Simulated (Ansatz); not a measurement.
Consider the ligand exchange at a B–N bond: `CCBNC` + CH₃SH → `CCBSC` + CH₃NH₂.

Isolated molecules relaxed with PBE0-D4/def2-TZVP in Ansatz; ΔE leaves out vibrations. CBS: MP2 limit from def2 TZ/QZ plus the TZ coupled-cluster correction, frozen cores. This one scheme is used for every species. DFT in def2-TZVPP. B3LYP here is the variant with VWN-RPA as its local correlation; programs differ in this. Each species was taken in one conformer, which may not be the lowest.

(1) Is it downhill or uphill in electronic energy at CCSD(T)/CBS, and by how much? (Estimate.)

(2) What do these levels give: r2SCAN-D4, B3LYP-D4, ωB97M-V, PBE, r2SCAN, HF/def2-TZVPP, MP2/def2-TZVPP, CCSD/def2-TZVPP, HF/def2-QZVPP, SCS-MP2/def2-QZVPP, HF/CBS(def2), MP2/CBS(def2)? (Best estimate.)

Largest T1 diagnostic among the species: 0.012.

## Answers

(1) Computed: Uphill: ΔE = +12.0 kcal/mol.

(2) Computed: r2SCAN-D4 11.3, B3LYP-D4 12.6, ωB97M-V 12.7, PBE 11.3, r2SCAN 11.4, HF/def2-TZVPP 13.8, MP2/def2-TZVPP 11.8, CCSD/def2-TZVPP 12.9, HF/def2-QZVPP 14.0, SCS-MP2/def2-QZVPP 12.3, HF/CBS(def2) 14.0, MP2/CBS(def2) 11.4 kcal/mol.

In def2-TZVPP, CCSD(T) changes the Hartree–Fock value by −1.4 kcal/mol (the triples alone add −0.5 kcal/mol) and MP2 by −2.0 kcal/mol.
